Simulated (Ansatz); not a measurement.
Born–Oppenheimer molecular dynamics of BF₂H₄N (8 atoms, charge 0, multiplicity 1). It starts at the highest image of a converged band, a first-order saddle point between two minima.

Theory: RKS r2SCAN-D4/def2-SVP (Ansatz 0.2.0).

- ensemble: NVE (velocity Verlet)
- time step: 0.5 fs
- steps asked: 200
- starting velocities drawn for: 300 K
- seed: 11271

First frame:

```xyz
8
Properties=species:S:1:pos:R:3
B 0.003 0.105 0.246
N -0.010 0.078 1.759
H -0.806 -0.400 2.177
H 0.853 -0.179 2.231
H 1.054 0.002 -0.335
F -1.132 -0.320 -0.330
F -0.232 1.890 0.410
H -0.189 1.422 1.381
```

Problem. How far do the bonds stretch over the last three quarters of this one trajectory? (Pairs bonded in most of those frames.)

Solution. 
| bond | mean (Å) | spread (Å) | shortest | longest |
| --- | --- | --- | --- | --- |
| B1–H5 | 1.222 | 0.032 | 1.14 | 1.31 |
| B1–F6 | 1.356 | 0.061 | 1.26 | 1.46 |
| B1–F7 | 1.349 | 0.069 | 1.22 | 1.50 |
| N2–H3 | 1.029 | 0.027 | 0.97 | 1.09 |
| N2–H4 | 1.027 | 0.028 | 0.97 | 1.08 |
| N2–H8 | 1.025 | 0.018 | 0.99 | 1.07 |

Mean temperature of the second half: 834 K. The conserved energy stayed within 0.24 meV per atom of its start (net change 0.015 meV per atom), so the integration is sound. The kinetic energy rose, since the run started high on the potential surface and went downhill. It ends in pieces (BF2H + H3N), so much of that is their flight and rotation, not heat. A run of 0.1 ps of so small a system gives no equilibrium averages. The orbitals stay closed-shell, which can raise the energy where a bond breaks towards radicals; this wasn't checked here.

The run took 3.6 min on 2 threads of Intel(R) Xeon(R) Platinum 8488C (Sapphire Rapids), with other jobs on the host, peak memory 0.17 GiB.
